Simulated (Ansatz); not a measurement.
One geometry of C2H8GeSi, SMILES `C[SiH]1[CH2][GeH2]1`, several functionals.

```yaml
crystal:
  periodic: [false, false, false]
  atoms:
    - {symbol: C, position_ang: [-1.036285, 1.556301, -0.627679]}
    - {symbol: Si, position_ang: [-0.585180, 0.124131, 0.478967]}
    - {symbol: C, position_ang: [1.228149, -0.274062, 0.733306]}
    - {symbol: Ge, position_ang: [0.406446, -1.794274, -0.308131]}
    - {symbol: H, position_ang: [-0.399687, 1.566773, -1.514523]}
    - {symbol: H, position_ang: [-0.904494, 2.503584, -0.097959]}
    - {symbol: H, position_ang: [-2.075841, 1.484718, -0.953445]}
    - {symbol: H, position_ang: [-1.431215, 0.022861, 1.695119]}
    - {symbol: H, position_ang: [1.962070, 0.311568, 0.184048]}
    - {symbol: H, position_ang: [1.574847, -0.515103, 1.734816]}
    - {symbol: H, position_ang: [0.956136, -1.913875, -1.732647]}
    - {symbol: H, position_ang: [0.382054, -3.127921, 0.442028]}
basis:
  gaussian: {orbitals: def2-TZVPP}
hamiltonian: {xc: {name: wB97X-V}}
output: {orbitals: {seedname: orbitals}}
```

```sh
$ ansatz run in.yaml --threads 4 --pin off --events-out ev --progress --plain --max-ram 10444MiB
```

It prints (some lines left out):

```
Functional definition: wB97X-V
1512 factors; their error is unknown
358 factors; integrals over basis functions are off by at most 9.8e-6 eV
mean field evaluation 1: about -66587.8795 eV, gradient 5.2e1 eV
mean field evaluation 2: about -66589.5148 eV, gradient 4.4e1 eV
mean field evaluation 4: about -66593.5549 eV, gradient 2.3e0 eV
mean field evaluation 8: about -66593.5715 eV, gradient 1.4e-1 eV
mean field evaluation 16: about -66593.7439 eV, gradient 2.1e-4 eV
mean field -66593.74388456 eV, -2447.2749488968 hartree, gradient 2.4e-5 eV, S^2 0.000000; 0 other end points of the search recorded, 0 dependent functions left out
reference -66593.74388231 eV, -2447.2749488139 hartree; 33, 33 occupied and 231, 231 virtual orbitals, 1512 factors
Total energy: -66593.74388231 eV, -2447.2749488139 hartree
```

Run time 9.5 s (4 threads of an Arm Neoverse V1 on a shared host); peak host memory 0.93 GiB.

With the line `hamiltonian: {xc: {name: B3LYP}, dispersion: d4}` and forces (abridged; 5.5 s):

```
Functional definition: B3LYP
mean field evaluation 16: about -66602.7749 eV, gradient 4.2e-4 eV
mean field -66602.77492598 eV, -2447.6068335473 hartree, gradient 3.2e-5 eV, S^2 0.000000
Total energy: -66603.19705327 eV, -2447.6223464392 hartree
Atom 0 force    -0.029067     0.075232    -0.059183 eV/Å
Atom 1 force    -0.117677     0.012896     0.172324 eV/Å
Atom 2 force     0.171125     0.156599     0.128699 eV/Å
Atom 3 force    -0.062234    -0.229307    -0.146641 eV/Å
Atom 4 force    -0.036883     0.014747     0.038286 eV/Å
Atom 5 force    -0.011642    -0.031591    -0.039975 eV/Å
Atom 6 force     0.048805     0.022889     0.004380 eV/Å
Atom 7 force     0.045595     0.018486    -0.073428 eV/Å
Atom 8 force    -0.033754    -0.038947     0.051028 eV/Å
Atom 9 force    -0.003834     0.025481    -0.068926 eV/Å
Atom 10 force     0.015081    -0.012440    -0.005506 eV/Å
Atom 11 force     0.014485    -0.014045    -0.001057 eV/Å
Dipole moment:    -0.050942     0.232747    -0.041959 e Å
```

The same input with `hamiltonian: {xc: {name: B2PLYP}}` (abridged; 6.5 s):

```
Functional definition: B2PLYP
mean field evaluation 16: about -66578.5749 eV, gradient 2.2e-4 eV
mean field -66578.57493287 eV, -2446.7175002041 hartree, gradient 6.2e-6 eV, S^2 0.000000
16 core orbitals not correlated: weight in the atoms' cores, before any rotation towards them, 1.000 or more for the frozen orbitals, at most 0.000 for the correlated occupied ones
second order -24.45622602 eV of doubles, -0.00000000 eV of singles
Total energy: -66585.17830446 eV, -2446.9601696342 hartree
```

B3LYP takes the VWN-RPA correlation (the form of Gaussian; ORCA's B3LYP/G).
